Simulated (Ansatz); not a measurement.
Ideal-gas functions of CHClFNO$_{2}$Zr, SMILES `O=C=[N][Zr]([OH])([F])[Cl]` at 298.15 K and 1 bar, from an Ansatz frequency run at PBE0-D4/def2-TZVP.

Molar mass 204.7 g/mol, point group C1 (symmetry number 1), electronic degeneracy 1, moments of inertia 270.101, 593.61, 686.512 u Å². Harmonic wavenumbers (cm⁻¹, unscaled): 40, 45, 127, 133, 166, 173, 176, 224, 256, 398, 430, 655, 656, 672, 753, 1467, 2354, 3991.

Use S(trans) = R[1.5 ln M + 2.5 ln T − 1.1517]; rotational temperatures θ = 24.2544 K / I; S(rot) = R[ln(√π/σ · √(T³/θAθBθC)) + 1.5]; for each mode x = 1.438777 ν̃/T, S = R[x/(eˣ − 1) − ln(1 − e⁻ˣ)] and H = RT x/(eˣ − 1); 1 cm⁻¹ = 0.0119627 kJ/mol; R = 8.31446 J/(mol·K).

Question: By hand: the entropy, in J/(mol·K).

Answer: Translation 175.2. Rotation: θ = 0.0898, 0.0409, 0.0353 K, giving 125.5. Vibration, mode by mode: 22.00, 21.03, 12.51, 12.14, 10.38, 10.05, 9.92, 8.06, 7.07, 4.06, 3.59, 1.52, 1.52, 1.43, 1.04, 0.06, 0.00, 0.00, in all 126.4. Electronic 0.0. Sum 427.1 J/(mol·K).

Question: By hand: H − E and G − E in kJ/mol, counted from the electronic energy.

Answer: Zero-point energy ½ × 12716 × 0.0119627 = 76.1; thermal vibration 18.3; translation, rotation and pV give 4 RT = 9.9. H − E = 104.3 kJ/mol, and G − E = 104.3 − 298.15 × 427.1/1000 = -23.0 kJ/mol.

Vibration gives 30 % of the entropy, 67.7 J/(mol·K) of it from the modes under 150 cm⁻¹: soft modes count most, and the harmonic formula is weakest for them. The sum counts one conformer and one mirror image; others add a mixing term.
